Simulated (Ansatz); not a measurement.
Z-matrix (Å, degrees):
```
N
Sn 1 2.040
H 1 1.015 2 113.5
H 1 1.015 2 113.5 3 -124.4
Cl 2 2.345 1 103.7 3 -61.4
Cl 2 2.345 1 103.7 3 -174.3
```

The species carries charge 0 and has multiplicity 2. Sn: def2 effective core potential.

Q: List the ωB97M-V/def2-TZVPP orbital energies in eV (Ansatz). (Best estimate.)

A: The calculation gave: α occupied: -2771.75, -2771.75, -395.34, -262.11, -262.11, -199.62, -199.62, -199.46, -199.46, -199.46, -199.46, -144.18, -98.78, -98.75, -98.67, -32.47, -32.45, -32.33, -32.25, -32.23, -26.95, -25.35, -25.00, -17.01, -16.67, -13.53, -12.88, -12.28, -11.53, -11.46, -11.33, -11.26, -9.00. α empty: 1.09, 1.28, 1.50, 2.95, 3.53, 3.88, 4.52, 4.97. β occupied: -2771.72, -2771.71, -395.18, -262.09, -262.09, -199.53, -199.53, -199.44, -199.44, -199.43, -199.43, -144.13, -98.73, -98.70, -98.63, -32.38, -32.37, -32.23, -32.17, -32.15, -26.61, -25.19, -24.85, -16.53, -16.48, -13.10, -12.49, -11.94, -11.44, -11.33, -11.21, -10.55. β empty: -2.52, 1.38, 1.54, 1.57, 3.03, 3.66, 3.92, 4.79. ⟨S²⟩ = 0.758.
